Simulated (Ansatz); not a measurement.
Cartesian coordinates (Å):
```xyz
23

C      3.2586     0.2296    -0.3451
C      2.7968     0.3324     0.9106
C      1.3865     0.3209     1.3291
C      1.0709     0.2415     2.6384
C      0.3107     0.3782     0.2981
C      0.2685     1.4162    -0.6494
C     -0.7667     1.4822    -1.5814
C     -1.7707     0.5095    -1.5893
C     -1.7521    -0.5448    -0.6607
Si    -3.0740    -1.8830    -0.6828
C     -0.7035    -0.5903     0.2748
H      2.5888     0.1352    -1.2032
H      4.3322     0.2274    -0.5476
H      3.5185     0.4065     1.7322
H      0.0319     0.2403     2.9748
H      1.8499     0.1832     3.4034
H      1.0457     2.1829    -0.6399
H     -0.7954     2.3017    -2.3039
H     -2.5758     0.5762    -2.3263
H     -3.5551    -2.1638     0.7019
H     -4.2191    -1.4316    -1.5254
H     -2.5415    -3.1593    -1.2476
H     -0.6564    -1.4008     1.0077
```
Charge 0, spin multiplicity 1.

Calculation: Ansatz (an electronic-structure program) with frozen-core CCSD(T)/cc-pVDZ // B3LYP-D3(BJ)/def2-SVP. The restricted HF reference is unstable towards unrestricted orbitals.

```json
{
 "HF energy": "-674.58783 Ha",
 "MP2 correlation energy": "-1.41744 Ha"
}
```

Problem. Estimate the CCSD correlation energy, the (T) correction, the total energy and the T1 diagnostic.

Solution. 
```json
{
  "CCSD correlation energy": "-1.50383 Ha",
  "(T) correction": "-0.06592 Ha",
  "CCSD(T) total energy": "-676.15757 Ha",
  "T1 diagnostic": "0.011"
}
```
